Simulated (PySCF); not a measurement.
**Excitation energy of Mg by level of theory**

Mg [Ne] 3s2 (1S) → Mg [Ne] 3s1 3p1 (3P), as a difference of total energies. Calculation: PySCF 2.14, in x2c-TZVPPall with one added diffuse shell each of s, p, d type (6s5p4d, 41 functions); scalar relativity by spin-free X2C-1e. Correlated levels: valence: [Ne] frozen; valence and next inner shell: 1s2 frozen. The calculations carry no spin-orbit coupling.

| method | excitation energy (cm⁻¹) |
| --- | --- |
| UHF | 14647 |
| LDA | 22346 |
| PBE | 21253 |
| PBE0 | 20540 |
| r2SCAN | 19196 |
| BLYP | 23049 |
| BHandHLYP | 22218 |
| B97-3 | 22504 |
| B3LYP | 22610 |
| MP2 (valence) | 18995 |
| SCS-MP2 (valence) | 20248 |
| MP2 (valence and next inner shell) | 19847 |
| SCS-MP2 (valence and next inner shell) | 20905 |

Errors of the correlated levels include the incompleteness of this basis and the frozen core.

For comparison: 21891 cm⁻¹ (measured; NIST levels, between the centres of gravity of the two terms).
